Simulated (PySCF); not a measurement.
Name the molecule from its bond curve

A diatomic of charge +1 contains Hg. Its singlet curve at B3LYP in a double-zeta basis (scalar-relativistic core potentials, PySCF), in eV from the separated fragments:

```csv
R (Å),E (eV)
2.042,-1.161
2.137,-1.349
2.232,-1.455
2.303,-1.496
2.374,-1.513
2.445,-1.512
2.540,-1.490
2.659,-1.439
2.801,-1.357
2.991,-1.231
```

The fit gives ωe = 287 cm⁻¹ and the rotational constant Bₑ = 0.2791 cm⁻¹.

Task: Which atom is the partner?

Result: The minimum lies at 2.405 Å, so the reduced mass is 16.8576 u Å² cm⁻¹/(Bₑ·Re²) = 10.44 u. With Hg at 201.97 u the partner weighs about 11.0 u: B. The molecule is HgB⁺.

Spin–orbit coupling is left out.
